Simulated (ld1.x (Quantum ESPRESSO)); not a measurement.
**Mg: excitation energies, all-electron against ultrasoft**

ld1.x (Quantum ESPRESSO) 7.5 input, shortened:

```
&input
   title='Mg', zed=12., rel=0, dft='PZ', iswitch=3,
   config='[Ne] 3s1.5 3p0 3d-2'
 /
 &inputp
   pseudotype=3, tm=.true., lloc=-1, rcloc=2.90,
   nlcc=.false.,
   which_augfun='PSQ', rmatch_augfun_nc=.true.
 /
6
3S  1  0   1.50   0.00  1.70  2.20  0.0
3S  1  0   0.00   1.45  1.70  2.20  0.0
3P  2  1   0.00   0.00  2.30  2.90  0.0
3P  2  1   0.00   1.10  2.30  2.90  0.0
3D  3  2  -2.00  -0.05  2.35  3.20  0.0
3D  3  2  -2.00   1.60  2.35  3.20  0.0
 &test
   configts(1)='3s1.5 3p0'
 /
```

Energies are relative to the spin-unpolarised reference configuration 3s1.5 3p0; without spin polarisation the order of configurations can differ from experiment. Spin-polarised rows fill each open shell by Hund’s rule, majority spin first. The frozen-core shift is the all-electron ΔE with the core orbitals held at their reference shape minus the fully relaxed ΔE.

```json
{"valence configuration": "3s2 3p0", "charge": "0", "ΔE all-electron (eV)": "-3.187", "error AE − PS (meV)": "+3.9", "frozen-core shift (meV)": "+1.1"}
{"valence configuration": "3s1 3p0", "charge": "+1", "ΔE all-electron (eV)": "4.874", "error AE − PS (meV)": "+11", "frozen-core shift (meV)": "+2.6"}
{"valence configuration": "3s0 3p1", "charge": "+1", "ΔE all-electron (eV)": "9.242", "error AE − PS (meV)": "+84", "frozen-core shift (meV)": "+12"}
{"valence configuration": "3s0 3p2", "charge": "0", "ΔE all-electron (eV)": "4.046", "error AE − PS (meV)": "+48", "frozen-core shift (meV)": "+4.6"}
{"valence configuration": "3s1.5 3p0 (spin-polarised)", "charge": "+0.5", "ΔE all-electron (eV)": "-0.057", "error AE − PS (meV)": "+11", "frozen-core shift (meV)": "+0.3"}
{"valence configuration": "3s1 3p0 (spin-polarised)", "charge": "+1", "ΔE all-electron (eV)": "4.554", "error AE − PS (meV)": "+102", "frozen-core shift (meV)": "+5.0"}
```

Problem. What are ΔE and the potential's error for 3s1 3p1?

Solution. ΔE = 0.320 eV all-electron; the error (AE − PS) is +4.1 meV.

Levels in the configuration 3s1.5 3p0 (spin-polarised):

| level | all-electron (eV) | pseudo (eV) |
| --- | --- | --- |
| 3s up | -8.224 | -8.259 |
| 3s down | -7.764 | -7.711 |
